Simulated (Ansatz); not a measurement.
Basis sets compared for SiGe6. The state is a singlet with charge 0. Geometry B3LYP-D4/def2-SVP. Ansatz on 4 threads of Intel Xeon Platinum 8175M on a shared host; times are rough, and most runs start from earlier orbitals.

```xyz
7

Si   -0.653   -0.163   -1.052
Ge   -0.524    2.212   -0.075
Ge    1.480   -1.564   -0.732
Ge    1.602    1.062   -1.216
Ge   -1.960    0.297    1.115
Ge   -0.722   -2.037    0.709
Ge    0.777    0.194    1.251
```

The 6-31G sets use Cartesian d functions. The structure comes from a short search, and lower isomers may exist.

Binding counts from free atoms (Si triplet, Ge triplet) in the same basis, without a counterpoise term.

```
                            level  functions  energy (Eh)  HOMO (eV)  LUMO (eV)  binding per atom (eV)  wall time
                        HF/STO-3G        117  -12596.0662      -4.80       3.36                   3.04      2.3 s
                         HF/6-31G        187  -12739.0610      -8.01      -0.56                   1.16      7.5 s
                  PBE-D4/def2-SVP        210  -12748.0529      -5.67      -3.68                   3.43      3.8 s
                 PBE-D4/def2-TZVP        325  -12749.7230      -5.60      -3.63                   3.46      7.5 s
revPBE-D4/def2-TZVP (with forces)        325  -12750.7360      -5.54      -3.56                   3.32       10 s
                 PBE0-D4/def2-SVP        210  -12748.3620      -6.48      -3.12                   3.26       11 s
                PBE0-D4/def2-TZVP        325  -12750.0305      -6.39      -3.06                   3.30       31 s
```

(1) Estimate the rows for PBE-D4/def2-TZVPD, revPBE-D4/def2-TZVPD, PBE0-D4/def2-TZVPD.

Answers

(1) 
```json
{"level": "PBE-D4/def2-TZVPD", "functions": "367", "energy (Eh)": "-12749.7257", "HOMO (eV)": "-5.61", "LUMO (eV)": "-3.65", "binding per atom (eV)": "3.46", "wall time": "9.5 s"}
{"level": "revPBE-D4/def2-TZVPD", "functions": "367", "energy (Eh)": "-12750.7388", "HOMO (eV)": "-5.55", "LUMO (eV)": "-3.57", "binding per atom (eV)": "3.32", "wall time": "9.5 s"}
{"level": "PBE0-D4/def2-TZVPD", "functions": "367", "energy (Eh)": "-12750.0331", "HOMO (eV)": "-6.39", "LUMO (eV)": "-3.06", "binding per atom (eV)": "3.31", "wall time": "29 s"}
```
